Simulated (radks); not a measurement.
Isoelectronic series with 8 electrons, each ion in its NIST ground configuration. Calculated with a radial shooting solver on a logarithmic mesh with Libxc functionals: scalar-relativistic Kohn-Sham, r2SCAN, spin-unpolarised, spherical densities, finite nucleus; meta-GGA in the generalised Kohn-Sham scheme; Fermi nuclear charge, rms radius of each element as measured or else 0.836 A^(1/3) + 0.57 fm. Total energies (hartree) and orbital eigenvalues (eV):

O: configuration [He] 2s2 2p4; E (hartree) -75.01398; 2p -9.2982; 2s -25.3235
Ne2+: configuration [He] 2s2 2p4; E (hartree) -126.61572; 2p -55.4709; 2s -80.2728
Mg4+: configuration [He] 2s2 2p4; E (hartree) -192.34935; 2p -129.8385; 2s -163.6179
Si6+: configuration [He] 2s2 2p4; E (hartree) -272.22914; 2p -231.8260; 2s -274.7728
S8+: configuration [He] 2s2 2p4; E (hartree) -366.29551; 2p -361.3055; 2s -413.6641
Ar10+: configuration [He] 2s2 2p4; E (hartree) -474.60273; 2p -518.2576; 2s -580.3519
Ca12+: configuration [He] 2s2 2p4; E (hartree) -597.21608; 2p -702.7083; 2s -774.9590
Ti14+: configuration [He] 2s2 2p4; E (hartree) -734.21071; 2p -914.7096; 2s -997.6496
Cr16+: configuration [He] 2s2 2p4; E (hartree) -885.67179; 2p -1154.331; 2s -1248.621
Fe18+: configuration [He] 2s2 2p4; E (hartree) -1051.69411; 2p -1421.659; 2s -1528.102
Ni20+: configuration [He] 2s2 2p4; E (hartree) -1232.38275; 2p -1716.789; 2s -1836.349
Zn22+: configuration [He] 2s2 2p4; E (hartree) -1427.85239; 2p -2039.831; 2s -2173.647
Ge24+: configuration [He] 2s2 2p4; E (hartree) -1638.22899; 2p -2390.906; 2s -2540.314
